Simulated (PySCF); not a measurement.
tin monoxide (OSn), SMILES [O]=[Sn] (connectivity only; charge and spin as stated), neutral, multiplicity 1.

The structure is a stationary point at PBE-D3(BJ)/def2-TZVP. The def2 effective core potentials stand for the cores of Sn; spin–orbit coupling is left out.

Method: TDDFT-PBE/def2-TZVPD run with PySCF.

Vertical excitations; the highest root listed may be one member of a degenerate set.  State labels are in the subgroup C2v.

| state | symmetry | energy (eV) | λ (nm) | f | main pairs |
|---|---|---|---|---|---|
| S1 | A2 | 3.55 | 349 | 0.000 | HOMO−1→LUMO 50 %, HOMO−2→LUMO+1 50 % |
| S2 | B2 | 3.74 | 331 | 0.028 | HOMO→LUMO+1 (degenerate set) |
| S3 | B1 | 3.74 | 331 | 0.028 | HOMO→LUMO (degenerate set) |
| S4 | A2 | 3.79 | 327 | 0.000 | HOMO−2→LUMO+1, HOMO−1→LUMO (degenerate set) |
| S5 | A1 | 3.79 | 327 | 0.000 | HOMO−2→LUMO, HOMO−1→LUMO+1 (degenerate set) |
| S6 | A1 | 5.16 | 240 | 0.010 | HOMO−1→LUMO+1 35 %, HOMO−2→LUMO 35 %, HOMO→LUMO+2 29 % |
| S7 | B2 | 6.16 | 201 | 0.032 | HOMO−1→LUMO+2 (degenerate set) |
| S8 | B1 | 6.16 | 201 | 0.032 | HOMO−2→LUMO+2 (degenerate set) |
| S9 | A1 | 6.60 | 188 | 0.015 | HOMO→LUMO+3 81 %, HOMO→LUMO+2 16 % |
| S10 | B1 | 6.69 | 185 | 0.058 | HOMO−2→LUMO+3 100 % |
| T1 | A1 | 2.77 | 448 | 0 | HOMO−2→LUMO 50 %, HOMO−1→LUMO+1 50 % |
| T2 | B1 | 3.03 | 409 | 0 | HOMO→LUMO (degenerate set) |
| T3 | B2 | 3.03 | 409 | 0 | HOMO→LUMO+1 (degenerate set) |
| T4 | A2 | 3.06 | 406 | 0 | HOMO−1→LUMO 50 %, HOMO−2→LUMO+1 50 % |
Triplets are in the Tamm–Dancoff approximation, which puts them higher than full response would, so one can lie above its singlet here.
